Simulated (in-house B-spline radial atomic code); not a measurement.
# RPA and G0W0 on B3LYP (VWN-RPA): Pr5+

Configuration [Kr] 4d10 5s2 5p6, mean-field start B3LYP (VWN-RPA). Computed with an all-electron radial atomic-structure program (B-spline basis): all electrons, scalar-relativistic (spin-free one-electron X2C), finite nucleus, each spin shell either full or empty, empty states to l = 9 with an (l + 1/2)⁻⁴ tail; G0W0 by contour deformation at full frequency.

Spin-orbit coupling, left out, splits p levels strongly here.

Command:
```bash
python run_gw.py task.json out
```
Settings (radii: box in bohr, nucleus in fm):
```
Z                        59
electrons                54
configuration            [Kr] 4d10 5s2 5p6
hamiltonian              x2c
method                   b3lyp
lmax                     9
rms_radius               4.8919
spin_polarised           False
box_radius               10.43
intervals                67
```

Run time, properties included: 3.4 s on 1 thread of Arm Neoverse V2, with other jobs on the host.

Energies (hartree):

```
                                     term        value
                         mean-field total  -9231.72656
Hartree-Fock functional on these orbitals  -9228.39580
                      direct second order      -4.9908
                    second-order exchange        1.347
                         SOSEX correction       1.2607
```

Q: What is the RPA correlation energy, and what remains with SOSEX?

A: RPA gives -4.4002 hartree (-2.22 eV per electron); RPA + SOSEX gives -3.1395, and the second-order doubles -3.6438 hartree (no singles). SOSEX takes back 29 % of the RPA value.

Quasi-particle levels (eV):

```csv
level,occupied,mean field,Σx - vxc,Σc,QP weight,G0W0
5p,yes,-78.33,-4.81,?,?,?
4d,yes,-186.98,-12.68,2.59,0.853,-197.07
4f,no,-66.60,14.02,-6.22,0.933,-58.79
```

G0W0 = mean field + (Σx - vxc) + Σc, with Σc (partial-wave tail included) taken at the quasi-particle energy. Only the outer levels were computed. Levels of low weight are left out.

Q: Where does G0W0 put 5p?

A: At -83.95 eV, with Σc = -0.80 eV and a quasi-particle weight of 0.912.
